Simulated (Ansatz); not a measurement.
System: C₃H₄Cl (charge 0, doublet). It need not be the lowest isomer of its formula. 
Geometry from a B3LYP-D3(BJ)/def2-TZVP (Ansatz, a program for electronic structure) optimisation:
SMILES: C=C[CH]Cl
```xyz
8

C     -2.2515     0.1633    -0.7819
C     -1.1427    -0.0462     0.0008
C      0.1547     0.1472    -0.4345
Cl     1.5128    -0.1283     0.5825
H     -2.1633     0.4996    -1.8070
H     -3.2458    -0.0024    -0.3942
H     -1.2779    -0.3834     1.0230
H      0.4054     0.4807    -1.4308
```
Charge 0, spin multiplicity 2.

Dipole moments at this geometry, in debye (magnitudes).

| level | program | dipole (D) |
|---|---|---|
| SVWN5/def2-TZVPD | Ansatz | 1.03 |
| BLYP/def2-TZVPD | Ansatz | 1.08 |
| B97M-V/def2-TZVPD | Ansatz | 1.24 |
| PBE0/def2-TZVPD | Ansatz | 1.29 |
| r2SCANh/def2-TZVPD | Ansatz | 1.33 |
| HSE06/def2-TZVPD | Ansatz | 1.28 |
| LC-wPBE/def2-TZVPD | Ansatz | 1.40 |
| wB97X-V/def2-TZVPD | Ansatz | 1.34 |
| CCSD(T)/aug-cc-pV(D+d)Z | Ansatz | 1.26 |
